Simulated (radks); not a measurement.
Task: These are the eigenvalues of the occupied orbitals of an atom or ion with whole-number occupations (hartree). Calculated with a radial shooting solver on a logarithmic mesh with Libxc functionals: Dirac Kohn-Sham, BP86, spin-unpolarised, spherical densities, point nucleus.

1s1/2: -729.2458
2s1/2: -103.8090
2p1/2: -95.57571
2p3/2: -91.65789
3s1/2: -18.47178
3p1/2: -15.33991
3p3/2: -14.69472
3d3/2: -9.15970
3d5/2: -9.03753
4s1/2: -3.30609
4p1/2: -2.40642
4p3/2: -2.31152
4d3/2: -0.99018
5d3/2: -0.33136

Which element is it, and in what charge state? The configuration may be excited. Open shells, if any, fill j = l - 1/2 first.

Result: Z = 42, molybdenum, charge +2: Mo2+ in [Kr] 4d3 5d1. The list shows which subshells hold electrons but not how many an open one holds; the 1s level, -729.25 hartree, gives Z - s = 38.2 by -(Z - s)^2/2, which with screening and relativity narrows Z to a few neighbours, and the depths of the outer levels then fix element, charge and occupations together.
